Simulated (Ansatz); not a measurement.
BCl$_{3}$, charge +1, doublet, at a GFN2-xTB geometry (a state made from the parent by changing its charge; the spin is typed, not shown lowest); Ansatz (a quantum-chemistry and plane-wave program) with MP2/3-21G.

Here is a job for Ansatz.
Ansatz 0.2 input:
```yaml
crystal:
  periodic: [false, false, false]
  atoms:
    - {symbol: B, position_ang: [0.00336297, 0.01139026, 0.00718164]}
    - {symbol: Cl, position_ang: [1.66375238, -0.23544451, -0.40830039]}
    - {symbol: Cl, position_ang: [-0.64768487, -0.71520269, 1.43499293]}
    - {symbol: Cl, position_ang: [-1.01705661, 0.94729713, -1.02880479]}
basis:
  gaussian:
    orbitals: 3-21G.json
total_charge: 1
magnetization: {spin_polarized: true, initial_magnetization: 1}
correlation: {method: mp2, electrons: outside_noble_gas}
```
The basis file holds 3-21G in the JSON format of the Basis Set Exchange.

### Question
Predict the main parts of the log of this Ansatz run.

### Answer

```
Functional definition: HF
536 factors; integrals over basis functions are off by at most 2.5e-4 eV
mean field evaluation 1: about -37987.6014 eV, gradient 1.4e1 eV
mean field evaluation 2: about -37987.7835 eV, gradient 1.4e1 eV
mean field evaluation 4: about -37989.1557 eV, gradient 1.1e0 eV
mean field evaluation 8: about -37989.1773 eV, gradient 2.2e-2 eV
mean field evaluation 16: about -37989.1773 eV, gradient 2.2e-3 eV
mean field evaluation 32: about -37989.0114 eV, gradient 2.1e0 eV
mean field evaluation 64: about -37988.3525 eV, gradient 6.1e0 eV
mean field evaluation 96: about -37988.9469 eV, gradient 2.1e0 eV
mean field evaluation 128: about -37988.4531 eV, gradient 5.8e-3 eV
mean field evaluation 160: about -37986.2644 eV, gradient 1.4e1 eV
mean field evaluation 192: about -37989.5328 eV, gradient 2.0e0 eV
mean field evaluation 224: about -37986.9806 eV, gradient 1.6e1 eV
mean field evaluation 256: about -37989.1773 eV, gradient 1.1e-4 eV
mean field -37989.61094900 eV, -1396.0924520924 hartree, gradient 4.7e-6 eV, S^2 0.754843; 19 other end points of the search recorded, 0 dependent functions left out
16 core orbitals not correlated
reference -37989.61094900 eV, -1396.0924520924 hartree; 12, 11 occupied and 20, 21 virtual orbitals, 536 factors
second order -5.16462753 eV of doubles, -0.00000000 eV of singles
Total energy: -37994.77557653 eV, -1396.2822486536 hartree
```
